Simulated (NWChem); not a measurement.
KI; SMILES [K][I]

```xyz
2

K      0.0000     0.0000    -2.2813
I      0.0000     0.0000     0.7894
```
Atoms are numbered in this order, from 1.

Level: PBE0/def2-SVP with def2 effective core potentials on I (NWChem), optimised geometry, unscaled harmonic frequencies. def2 effective core potentials on I; no spin-orbit coupling.

Problem. List the harmonic frequencies with IR intensities, and the thermochemistry.

Solution. 
| frequency (cm⁻¹) | IR intensity (km/mol) |
|---|---|
| 184 | 26.2 |

- zero-point energy = 0.3 kcal/mol
- thermal correction to the enthalpy at 298.15 K (with zero-point energy) = 2.7 kcal/mol
- heat capacity Cv = 6.8 cal/(mol K)
- entropy at 298.15 K and 1 atm (symmetry number 1) = 61.7 cal/(mol K)

Rigid rotor and harmonic oscillator.
